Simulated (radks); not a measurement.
Results of a calculation; reference values are marked as such.
Question: Excited configurations of the silver ion Ag+: one electron is placed in a higher orbital outside [Kr] 4d9. The ground configuration is [Kr] 4d10. Code: a radial shooting solver on a logarithmic mesh with Libxc functionals. Model: scalar-relativistic Kohn-Sham, LDA (Slater exchange, Perdew-Wang correlation), spin-polarised, spherical densities, point nucleus; open shells are filled with parallel spins first (spin-orbit coupling, left out, can overturn this in heavy ions). Excitation = E - E(ground); binding = E(ion) - E, where the ion is the core of charge +2; n* = 2/sqrt(2 binding) in atomic units, and the quantum defect is n - n*.

outer orbital  excitation (eV)  binding (eV)     n*  quantum defect  eigenvalue (eV)  <r> (bohr)
4f                      18.647         3.571  3.904           0.096           -2.580       8.494
5s                       4.807        17.411  1.768           3.232          -13.576       2.668
5p                      10.537        11.681  2.158           2.842           -8.717       3.352
5d                      16.281         5.937  3.028           1.972           -4.354       5.613
6f                      20.519         1.699  5.659           0.341           -1.346       22.12
7d                      19.928         2.290  4.875           2.125           -1.830       17.29
7f                      20.952         1.266  6.557           0.443           -1.022       31.06

Estimate the row for 7p.

Answer: excitation (eV) 19.001; binding (eV) 3.217; n* 4.113; quantum defect 2.887; eigenvalue (eV) -2.589; <r> (bohr) 12.81. The Delta-SCF ionisation energy is 22.218 eV (NIST Atomic Spectra Database: 21.484 eV, measured). Self-interaction in the functional shifts the binding energies and quantum defects, so they are the method's values and not measured ones. Open shells are spherical and high-spin; term and fine-structure splittings are not resolved.
